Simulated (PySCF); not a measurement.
GaCl, SMILES [Ga][Cl] (connectivity only; charge and spin as stated), neutral, multiplicity 1. Atoms are numbered in the order given.

```xyz
2

Ga     0.0000     0.0000    -0.7916
Cl     0.0000     0.0000     1.4434
```

Geometry: PBE-D3(BJ)/def2-TZVP.

Level of theory: IEF-PCM-PBE0/def2-TZVPD run with PySCF.

The values are the electrostatic part of the solvation free energy, E(continuum) − E(gas) at the gas-phase geometry, in a cavity of scaled van der Waals radii (PySCF's table); cavitation and dispersion terms are not included. A continuum can't describe solvent molecules that bind to the metal. In vacuum the orbital gap is 5.80 eV. The dipole moment in vacuum is 2.55 D.

Computed values in water (ε = 78.36), 1-octanol (ε = 9.86), methanol (ε = 32.61):
```json
[
 {"solvent": "water", "ε": "78.36", "ΔG(elec) (kcal/mol)": "-4.9", "dipole (D)": "3.68", "gap (eV)": "6.03"},
 {"solvent": "1-octanol", "ε": "9.86", "ΔG(elec) (kcal/mol)": "-4.3", "dipole (D)": "3.52", "gap (eV)": "6.00"},
 {"solvent": "methanol", "ε": "32.61", "ΔG(elec) (kcal/mol)": "-4.8", "dipole (D)": "3.65", "gap (eV)": "6.02"}
]
```
